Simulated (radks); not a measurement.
Results of a calculation; reference values are marked as such.
Species: Co IV. Configuration: [Ar] 3d6. Code: a radial shooting solver on a logarithmic mesh with Libxc functionals. Model: Dirac Kohn-Sham, PBEsol, spin-unpolarised, spherical densities, finite nucleus; open shells fill j = l - 1/2 first; Fermi nuclear charge, rms radius 3.7875 fm.

X-ray form factor f0, the Fourier transform of the density (f0(0) = 24):

| sin(theta)/lambda (1/angstrom) | f0 (electrons) |
|---|---|
| 0.05 | 23.760 |
| 0.1 | 23.069 |
| 0.15 | 22.004 |
| 0.2 | 20.672 |
| 0.25 | 19.185 |
| 0.3 | 17.647 |
| 0.4 | 14.713 |
| 0.5 | 12.246 |
| 0.6 | 10.349 |
| 0.8 | 7.981 |
| 1 | 6.747 |
| 1.25 | 5.772 |
| 1.5 | 4.932 |
| 2 | 3.423 |
